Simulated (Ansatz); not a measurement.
`O[SiH2]C#C[SiH3]` + `CSC` → `CSC[SiH2]O` + `C#C[SiH3]`  (formal exchange of groups at the Si–C bond)

Program: Ansatz. Geometries: PBE0-D4/def2-TZVP. ΔE: electronic, gas phase. CCSD(T)/CBS adds triple-zeta CCSD(T) − MP2 to the extrapolated MP2 energy (def2 sets, frozen cores). DFT in def2-TZVPP. B3LYP here is the variant with VWN-RPA as its local correlation; programs differ in this. HSE06 is defined as in plane-wave codes. Each species was taken in one conformer, which may not be the lowest.

```csv
level,ΔE (kJ/mol),difference from CCSD(T)/CBS
revPBE-D4,34.5,-2.4
BLYP-D4,38.2,1.3
B97M-V,41.1,4.2
PBE0-D4,36.3,-0.6
B3LYP-D4,39.3,2.4
r2SCANh-D4,39.4,2.5
r2SCAN0-D4,39.0,2.1
HSE06-D4,36.7,-0.2
BHLYP-D4,40.7,3.8
CAM-B3LYP-D4,39.1,2.2
ωB97X-V,36.9,0.0
ωB97M-V,35.0,-1.9
B2PLYP,44.9,8.0
PBE-QIDH,39.8,2.9
PBE,40.4,3.5
BLYP,49.1,12.2
r2SCAN,40.8,3.9
PBE0,40.9,4.0
r2SCANh,40.7,3.8
r2SCAN0,40.5,3.6
HSE06,41.0,4.1
BHLYP,47.8,10.9
CAM-B3LYP,43.8,6.9
LC-ωPBE,37.8,0.9
RPA@PBE/def2-TZVPP,40.1,3.2
HF/def2-SVP,51.1,14.2
MP2/def2-SVP,38.6,1.7
CCSD/def2-SVP,38.4,1.5
CCSD(T)/def2-SVP,37.4,0.5
HF/def2-TZVPP,55.1,18.2
MP2/def2-TZVPP,40.0,3.1
SCS-MP2/def2-TZVPP,43.6,6.7
CCSD/def2-TZVPP,40.5,3.6
CCSD(T)/def2-TZVPP,38.6,1.7
HF/def2-QZVPP,55.5,18.6
MP2/def2-QZVPP,39.1,2.2
SCS-MP2/def2-QZVPP,42.9,6.0
HF/CBS(def2),55.5,18.6
MP2/CBS(def2),38.3,1.4
CCSD/CBS(def2),38.9,2.0
CCSD(T)/CBS,36.9,0
```

Largest T1 diagnostic among the species: 0.013.

In def2-TZVPP, CCSD(T) changes the Hartree–Fock value by −16.5 kJ/mol (the triples alone add −1.9 kJ/mol) and MP2 by −15.1 kJ/mol. The D4 term adds −8.5 kJ/mol with B3LYP and −4.6 kJ/mol with PBE0; it sums over pairs of atoms, weighted by their polarisabilities, and B3LYP, whose exchange is more repulsive, gets the larger term. Leaving LDA and LC-ωPBE aside and taking each functional with its dispersion term where it has one, the values spread over 10.3 kJ/mol, from revPBE-D4 to B2PLYP. LDA lies −12.8 kJ/mol from PBE without D4.
